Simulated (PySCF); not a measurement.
Compound: C₇H₁₀O.
Z-matrix (Å and degrees, GFN2-xTB geometry), rows numbered from 1:
```
C 
C   1  1.3211
C   2  1.5128  1  123.91
C   3  1.5318  2  110.78  1  -158.85
C   3  1.5057  2  111.54  1   -36.02
C   5  1.3199  3  124.58  2   142.32
C   3  1.5180  2  102.20  1    83.07
O   7  1.1969  3  125.69  2   104.08
H   1  1.0779  2  121.96  3     1.50
H   1  1.0767  2  121.68  3  -179.26
H   2  1.0809  1  120.82  3   177.55
H   4  1.0874  3  109.97  2   179.75
H   4  1.0873  3  110.36  2    59.58
H   4  1.0873  3  109.88  2   -61.01
H   5  1.0820  3  114.74  2   -40.32
H   6  1.0769  5  121.66  3   177.76
H   6  1.0779  5  122.16  3    -1.81
H   7  1.1077  3  112.56  2   -72.35
```

Method used: PBE0/pcSseg-1 in PySCF (dipole) on a GFN2-xTB geometry, gas phase.

Masses are those of the commonest isotopes; rigid-rotor values at the optimised geometry. The values belong to one conformer with, in the numbering `[CH2:1]=[CH:2][C:3]([CH3:4])([CH:5]=[CH2:6])[CH:7]=[O:8]`, C1–C2–C3–C4 -159°, C2–C3–C5–C6 142°, C2–C3–C7–O8 104°.

**Question.** What are A, B and C (MHz)?

**Answer.** Ia = 236.26, Ib = 251.32, Ic = 329.84 u·Å²; 505379 MHz·u·Å²/I gives A = 2139, B = 2011, C = 1532 MHz.

**Question.** What kind of rotor is it?

**Answer.** An asymmetric top: κ = (2 × 2011 − 2139 − 1532)/(2139 − 1532) = 0.58.

**Question.** Is it planar, by Δ = Ic − Ia − Ib?

**Answer.** Not planar: Δ = Ic − Ia − Ib = -157.74 u·Å². For a rigid frame Δ = −2 Σ m c², so Σ m c² = 78.87 u·Å² lies off the ab plane: 20.33 from hydrogen and 58.54 from heavier atoms. The atom farthest from that plane is 2.52 Å away.

**Question.** Give the other two planar moments, Paa and Pbb, and the rms extents of the mass along the axes.

**Answer.** Paa = Σ m a² = (Ib + Ic − Ia)/2 = 172.45 and Pbb = Σ m b² = (Ia + Ic − Ib)/2 = 157.39 u·Å². With the mass M = 110.07 u, the rms extents √(P/M) along a, b and c are 1.25, 1.20, 0.85 Å.

**Question.** Give the coordinates in the principal-axis frame, origin at the centre of mass.

**Answer.** The sense of each axis is arbitrary; atoms in the order of the calculation.
```
atom  mass (u)   a (Å)   b (Å)   c (Å)
  C1    12.000   2.229   0.802   0.546
  C2    12.000   1.208   0.967  -0.275
  C3    12.000   0.032   0.019  -0.360
  C4    12.000  -0.690   0.168  -1.703
  C5    12.000   0.459  -1.411  -0.162
  C6    12.000  -0.241  -2.318   0.494
  C7    12.000  -0.848   0.497   0.781
  O8    15.995  -1.848   1.144   0.668
  H9     1.008   2.301  -0.049   1.205
 H10     1.008   3.043   1.506   0.585
 H11     1.008   1.148   1.835  -0.916
 H12     1.008  -1.530  -0.521  -1.751
 H13     1.008  -0.010  -0.046  -2.524
 H14     1.008  -1.072   1.181  -1.807
 H15     1.008   1.390  -1.676  -0.645
 H16     1.008   0.093  -3.338   0.576
 H17     1.008  -1.179  -2.085   0.970
 H18     1.008  -0.434   0.235   1.775
```

**Question.** List the rotational levels J(Ka,Kc) to J = 4 (MHz).

**Answer.** Above 0(0,0):
J = 1: 1(0,1) 3543, 1(1,1) 3671, 1(1,0) 4150
J = 2: 2(0,2) 10256, 2(1,2) 10279, 2(1,1) 11715, 2(2,1) 12100, 2(2,0) 12473
J = 3: 3(0,3) 19999, 3(1,3) 20002, 3(1,2) 22621, 3(2,2) 22729, 3(2,1) 23988, 3(3,1) 24755, 3(3,0) 25008
J = 4: 4(0,4) 32798, 4(1,4) 32798, 4(1,3) 36546, 4(2,3) 36564, 4(2,2) 39046, 4(3,2) 39347, 4(3,1) 40385, 4(4,1) 41650, 4(4,0) 41801
Those of J = 1 are B + C, A + C and A + B.

**Question.** Predict some low-J microwave lines.

**Answer.** The dipole components are |μa| = 2.23 D, |μb| = 1.29 D, |μc| = 0.37 D. Intensities carry the squares of the components, which stand as 1.00 : 0.33 : 0.03 (a : b : c). Some lines, for components of 0.1 D or more:

```json
{"type": "a", "branch": "Q", "J(Ka,Kc)": "2(2,0) ← 2(2,1)", "MHz": "373", "lower level (cm⁻¹)": "0.404"}
{"type": "c", "branch": "Q", "J(Ka,Kc)": "2(2,1) ← 2(1,1)", "MHz": "385", "lower level (cm⁻¹)": "0.391"}
{"type": "a", "branch": "Q", "J(Ka,Kc)": "1(1,0) ← 1(1,1)", "MHz": "479", "lower level (cm⁻¹)": "0.122"}
{"type": "b", "branch": "Q", "J(Ka,Kc)": "1(1,0) ← 1(0,1)", "MHz": "607", "lower level (cm⁻¹)": "0.118"}
{"type": "b", "branch": "Q", "J(Ka,Kc)": "2(2,0) ← 2(1,1)", "MHz": "758", "lower level (cm⁻¹)": "0.391"}
{"type": "a", "branch": "Q", "J(Ka,Kc)": "2(1,1) ← 2(1,2)", "MHz": "1436", "lower level (cm⁻¹)": "0.343"}
{"type": "b", "branch": "Q", "J(Ka,Kc)": "2(1,1) ← 2(0,2)", "MHz": "1459", "lower level (cm⁻¹)": "0.342"}
{"type": "b", "branch": "Q", "J(Ka,Kc)": "2(2,1) ← 2(1,2)", "MHz": "1821", "lower level (cm⁻¹)": "0.343"}
{"type": "a", "branch": "R", "J(Ka,Kc)": "1(0,1) ← 0(0,0)", "MHz": "3543", "lower level (cm⁻¹)": "0.000"}
{"type": "b", "branch": "R", "J(Ka,Kc)": "1(1,1) ← 0(0,0)", "MHz": "3671", "lower level (cm⁻¹)": "0.000"}
{"type": "c", "branch": "R", "J(Ka,Kc)": "1(1,0) ← 0(0,0)", "MHz": "4150", "lower level (cm⁻¹)": "0.000"}
{"type": "b", "branch": "R", "J(Ka,Kc)": "2(0,2) ← 1(1,1)", "MHz": "6585", "lower level (cm⁻¹)": "0.122"}
{"type": "a", "branch": "R", "J(Ka,Kc)": "2(1,2) ← 1(1,1)", "MHz": "6608", "lower level (cm⁻¹)": "0.122"}
{"type": "a", "branch": "R", "J(Ka,Kc)": "2(0,2) ← 1(0,1)", "MHz": "6713", "lower level (cm⁻¹)": "0.118"}
{"type": "b", "branch": "R", "J(Ka,Kc)": "2(1,2) ← 1(0,1)", "MHz": "6736", "lower level (cm⁻¹)": "0.118"}
{"type": "a", "branch": "R", "J(Ka,Kc)": "2(1,1) ← 1(1,0)", "MHz": "7565", "lower level (cm⁻¹)": "0.138"}
{"type": "b", "branch": "R", "J(Ka,Kc)": "2(2,1) ← 1(1,0)", "MHz": "7950", "lower level (cm⁻¹)": "0.138"}
{"type": "c", "branch": "R", "J(Ka,Kc)": "2(1,1) ← 1(0,1)", "MHz": "8172", "lower level (cm⁻¹)": "0.118"}
{"type": "c", "branch": "R", "J(Ka,Kc)": "2(2,0) ← 1(1,0)", "MHz": "8323", "lower level (cm⁻¹)": "0.138"}
{"type": "c", "branch": "R", "J(Ka,Kc)": "2(2,1) ← 1(1,1)", "MHz": "8428", "lower level (cm⁻¹)": "0.122"}
{"type": "b", "branch": "R", "J(Ka,Kc)": "2(2,0) ← 1(1,1)", "MHz": "8801", "lower level (cm⁻¹)": "0.122"}
```

**Question.** Estimate the classical rotational partition function at 10 K, 50 K and 500 K.

**Answer.** Point group C1, symmetry number σ = 1; q = (√π/σ)·√((kT/h)³/(ABC)), k/h = 20836.6 MHz/K: 2080 at 10 K, 23200 at 50 K, 734000 at 500 K.

GFN2-xTB frequencies: not computed here. Constants of a rigid frame at the computed geometry: no zero-point averaging, no centrifugal distortion. A rigid rotor knows nothing of internal rotation, which can split or shift real lines.
